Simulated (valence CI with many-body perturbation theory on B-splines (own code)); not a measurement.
# Missing levels of Co XV

Computed by relativistic CI+MBPT: three valence electrons over a frozen Dirac-Fock core [Ne], a basis of 11 s, 11 p, 9 d, 7 f, 5 g, 2 h, 1 i functions for each j, with the one-electron correlation potential Σ1, the two-electron term Σ2, the three-electron term Σ3, Breit, model QED; selected CI, second order for the rest (own B-spline code, finite nucleus).

No measured levels were compared; by estimate levels of excited configurations hold to 0.05 to 0.15 % of their energy, terms of the ground configuration to about 0.5 %.

```tsv
Level	E (eV)
3s2 3p 2P°_1/2	0.000
3s2 3p 2P°_3/2	2.852
3s 3p2 4P_1/2	30.007
3s 3p2 4P_3/2	31.200
3s 3p2 4P_5/2	32.625
3s 3p2 2D_3/2	40.018
3s 3p2 2D_5/2	40.398
3s 3p2 2S_1/2	48.492
3s 3p2 2P_1/2	51.828
3s 3p2 2P_3/2	?
3s2 3d 2D_3/2	62.763
3s2 3d 2D_5/2	63.082
3p3 2D°_3/2	76.765
3p3 2D°_5/2	77.422
3p3 4S°_3/2	?
3s 3p 3d 4F°_3/2	?
3p3 2P°_1/2	?
3s 3p 3d 4F°_5/2	?
3p3 2P°_3/2	86.210
3s 3p 3d 4F°_7/2	?
```

Names give the largest LS component (configuration and term), which can be under half, so a name can repeat, a term be missing and a line seem to break the LS rules; names also repeat where a configuration has a term twice.

Question: The levels stand in rising order. What does the calculation give for the missing energies?

Answer: 3s 3p2 2P_3/2 52.935; 3p3 4S°_3/2 78.509; 3s 3p 3d 4F°_3/2 85.228; 3p3 2P°_1/2 85.596; 3s 3p 3d 4F°_5/2 85.844; 3s 3p 3d 4F°_7/2 86.748.
